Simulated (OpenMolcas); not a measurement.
## Ni2+, Pd2+, Pt2+: d8 down the group

```yaml
Program: OpenMolcas 26.06
Method: CASSCF
Basis: ANO-RCC-VTZP
Scalar_Hamiltonian: DKH2, point nucleus
Spin-orbit_coupling: state interaction with AMFI integrals over the reference wave functions, term energies averaged over their components
```

Active space for each ion: 8 electrons in 5 orbitals (d).

Computed levels in cm-1 above 3F4:

| Level | Ni2+ | Pd2+ | Pt2+ |
| --- | --- | --- | --- |
| 3F3 | 1344 | 3119 | 9867 |
| 3P2 | 20794 | 17760 | 17559 |
| 3P1 | 21181 | 17416 | 22856 |
| 3P0 | 21451 | 17747 | 21060 |
| 1G4 | 26669 | 21523 | 25863 |
| 1S0 | 64364 | 50406 | 55389 |
| weight of 3F in the lowest level (%) | 100 | 100 | 97 |

Mixed levels, with the weight of the term that names them: Pd2+ 3P2 (57 %), Pt2+ 3P2 (54 %).

Measured, with the error of the calculation in %. Measured levels: Ni2+ from Corliss and Sugar, J. Phys. Chem. Ref. Data 10, 197 (1981); Pd2+ from Moore, Atomic Energy Levels, vol. III, NSRDS-NBS 35 (1971 reprint of NBS Circular 467, 1958); Pt2+ from NIST levels as listed in McCann et al., Mon. Not. R. Astron. Soc. 538, 537 (2025).

```json
{"Level": "3F3", "Ni2+": "1361 (-1.2)", "Pd2+": "3230 (-3.4)", "Pt2+": "9752 (+1.2)"}
{"Level": "3P2", "Ni2+": "16662 (+24.8)", "Pd2+": "14634 (+21.4)", "Pt2+": ""}
{"Level": "3P1", "Ni2+": "16978 (+24.8)", "Pd2+": "13470 (+29.3)", "Pt2+": "16782 (+36.2)"}
{"Level": "3P0", "Ni2+": "17231 (+24.5)", "Pd2+": "13699 (+29.5)", "Pt2+": "14939 (+41.0)"}
{"Level": "1G4", "Ni2+": "23109 (+15.4)", "Pd2+": "17880 (+20.4)", "Pt2+": "21331 (+21.2)"}
{"Level": "1S0", "Ni2+": "52532 (+22.5)", "Pd2+": "", "Pt2+": ""}
```

The fine-structure level 3F3 changes by a factor of 7.34 from Ni2+ to Pt2+.

Without spin-orbit coupling 3P lies 19836, 14297, 12989 cm-1 above 3F in that order; the difference to the level 3P2, of either sign, comes from spin-orbit coupling, which also lowers the zero.

Without dynamic correlation excited terms often stand tens of per cent too high (terms of higher spin than the ground term too low), and those without a measured partner can miss by more than the paired ones. Terms from blocks run as CI alone lack orbitals of their own. Levels of configurations with an s electron are missing; early in the row they begin among the upper levels of the d shell and mix with terms of their name (holds for Pd2+). Configurations with an s electron lie low in 5d ions of this charge, fall among these levels and mix in, so low-spin terms can stand far too high, up to twice their true height, and weights are not those of the real levels (holds for Pt2+). Measured partners are found by configuration, term and J. A level has none where our copy of the source lacks it or the pairing is in doubt (some pairs that miss far off the trend of their configuration count as doubtful), and it then counts in no deviation. Levels of configurations outside the active space are missing.
